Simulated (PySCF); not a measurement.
## Shapes and spin states of GeCl₂

Method: PySCF, PBE0, basis Ge def2-SVP, Cl def2-SVP (no relativity, density fitting).

Relaxations began from a few typed shapes and spin states; open shells are unrestricted. The search is not exhaustive: other isomers or separated fragments can lie lower, and high-lying points may rest on an excited occupation.

```tsv
spin	group	bonds	angles	imaginary modes (cm⁻¹)	ΔE (kJ/mol)	ΔE with ZPE (kJ/mol)
singlet	C2v	Ge–Cl 2.191 Å (×2)	Cl–Ge–Cl 100.2°	none	0.0	0.0
singlet	D∞h	Ge–Cl 2.314 Å (×2)	Cl–Ge–Cl 180.0°	163i, 163i	160.7	–
triplet	C2v	Ge–Cl 2.172 Å (×2)	Cl–Ge–Cl 119.0°	none	249.3	248.9
triplet	D∞h	Ge–Cl 2.244 Å (×2)	Cl–Ge–Cl 180.0°	122i	299.9	–
```

The lowest minimum found is the singlet C2v: Ge–Cl 2.191 Å (×2); Cl–Ge–Cl 100.2°.

Counting electrons, germanium keeps 2 of its valence electrons outside its bonds, so the VSEPR class is AX2E1 and the expected shape is bent (C2v), as computed.

The electron or spin density has lower symmetry than the nuclear frame for the triplet D∞h at 299.9 kJ/mol.
